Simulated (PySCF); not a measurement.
**Where the electron goes**

C₄H₇NSSi.
Atom-mapped SMILES: `[SiH3:1][CH2:2][c:3]1[cH:4][n:5][s:6][cH:7]1` (hydrogens: H8, H9, H10 on Si1; H11, H12 on C2; H13 on C4; H14 on C7)

Geometry (PBE0-D3(BJ)/def2-SVP, Å), atoms numbered from 1 in this order:
```xyz
14
C4H7NSSi angstrom
Si     1.983   -0.356    0.652
C      0.649   -0.633   -0.669
C     -0.600    0.133   -0.370
C     -1.649   -0.320    0.491
N     -2.666    0.485    0.678
S     -2.422    1.878   -0.180
C     -0.915    1.394   -0.824
H      1.471   -0.789    1.987
H      3.211   -1.145    0.321
H      2.333    1.095    0.711
H      1.065   -0.342   -1.646
H      0.436   -1.713   -0.725
H     -1.652   -1.295    0.991
H     -0.334    2.028   -1.495
```

Computed, not measured: PySCF, TDDFT CAM-B3LYP/def2-SVPD, vertical, gas phase, core orbitals frozen in the response.

Frontier orbitals with the atoms that hold most of them (Löwdin shares over 4%, at most four atoms; ? is withheld):

```csv
orbital,ε (eV),atoms
HOMO-3,-11.08,"Si1 34%, H10 27%, H9 10%, C2 8%"
HOMO-2,-9.84,"N5 62%, C4 11%, S6 10%, C3 6%"
HOMO-1,-9.17,?
HOMO,-8.34,?
LUMO,0.04,"C7 22%, S6 21%, N5 21%, C4 12%"
LUMO+1,0.89,"Si1 23%, S6 22%, C2 10%, H12 7%"
LUMO+2,1.26,"S6 58%, Si1 10%, N5 8%, C7 5%"
```

Problem. Give the leading atoms of the HOMO-1.

Solution. C7 (bonded to C, S and H) 26%; N5 (bonded to C and S) 25%; S6 (bonded to C and N) 20%; C4 (bonded to C, N and H) 16%. By element: carbon 42% or more, nitrogen 25%, sulfur 20%.

Problem. Which atoms hold the HOMO, and with what shares?

Solution. S6 (bonded to C and N) 28%; C3 (bonded to 3 C) 21%; C7 (bonded to C, S and H) 12%; C4 (bonded to C, N and H) 11%. By element: carbon 43% or more, sulfur 28%.

Problem. How does S1 compare with the orbital gap of 8.38 eV?

Solution. S1 is at 5.38 eV (f = 0.145), 3.00 eV below the gap, made of HOMO→LUMO (93%). 

Problem. Give energy, strength and leading configuration of S1, S2 and S4, and follow the Löwdin shares of the leading atoms from the occupied to the empty orbital.

Solution. 
- S1 (5.38 eV, f 0.145), HOMO→LUMO (93%): S6 28% → 21%, C3 21% → at most 13%, C7 12% → 22%
- S2 (5.75 eV, f 0.0029), HOMO-2→LUMO (94%): N5 62% → 21%, C4 11% → 12%, C7 at most 6% → 22%, S6 10% → 21%
- S4 (6.19 eV, f 0.040), HOMO-1→LUMO (89%): C7 26% → 22%, N5 25% → 21%, S6 20% → 21%

Löwdin shares depend on the basis, the more so with diffuse functions.

One conformer stands for the species.
